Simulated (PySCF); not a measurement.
Exercise with solution: chemical shift, span and skew from a shielding tensor

1-methylcyclopentene (C₆H₁₀), SMILES CC1CCCC=1. Atoms are numbered in the order given.

```xyz
16

C      2.2289     0.2947    -0.0411
C      0.7437     0.1555    -0.0446
C     -0.1693     1.0901    -0.3668
C     -1.5761     0.5541    -0.3200
C     -1.4117    -0.7706     0.4567
C      0.0674    -1.1615     0.2714
H      2.5469     1.3084    -0.3264
H      2.6477     0.0683     0.9555
H      2.6947    -0.4220    -0.7411
H      0.0759     2.1097    -0.6824
H     -1.9596     0.3837    -1.3465
H     -2.2936     1.2423     0.1602
H     -2.1148    -1.5547     0.1348
H     -1.6011    -0.5832     1.5270
H      0.4964    -1.6614     1.1583
H      0.2102    -1.8657    -0.5735
```

Geometry: r2SCAN-D4/def2-SVP. Other conformers were not sampled.

GIAO shieldings from PBE/pcSseg-1 (PySCF), non-relativistic, no solvent. The symmetric part of the tensor of C2 has the principal values -74.0, 38.8, 129.6 ppm. The same nucleus in TMS has σ = 182.0 ppm at this level (PySCF, at its B3LYP-D3(BJ)/def2-TZVP geometry).

Question: Work out the isotropic shielding, the ¹³C shift against TMS, the span and the skew.

Answer: 
σ(iso) = (σ11 + σ22 + σ33)/3 = 31.5 ppm. δ = σ(ref) − σ(iso) = 182.0 − (31.5) = 150.5 ppm.
Span Ω = σ33 − σ11 = 203.6 ppm. Skew κ = 3(σ(iso) − σ22)/Ω = -0.11. Tumbling in solution averages the tensor to δ; in a static solid the shielding alone would spread this spin-1/2 line over Ω.
